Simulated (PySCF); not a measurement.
CH4FGaO2, SMILES C[O][Ga]([OH])[F]. The structure is a stationary point at PBE0-D3(BJ)/def2-SVP. The structure was generated by enumeration; whether it is a known compound was not checked. The values are those of a single conformer.

Give the equilibrium geometry at PBE0-D3(BJ)/def2-SVP (PySCF confirms it by a frequency run) as a Z-matrix. (An estimate is asked for; the answer gives what the named calculation found.)

Several could match; the one computed here: 
```
O
C 1 1.4050
H 2 1.1036 1 109.84
H 2 1.1037 3 107.66 1 119.69
H 2 1.1047 3 107.79 4 116.03
Ga 1 1.7576 2 123.75 3 -121.93
F 6 1.7432 1 118.13 2 -179.83
O 6 1.7693 7 119.58 1 179.94
H 8 0.9634 6 113.19 7 -0.04
```
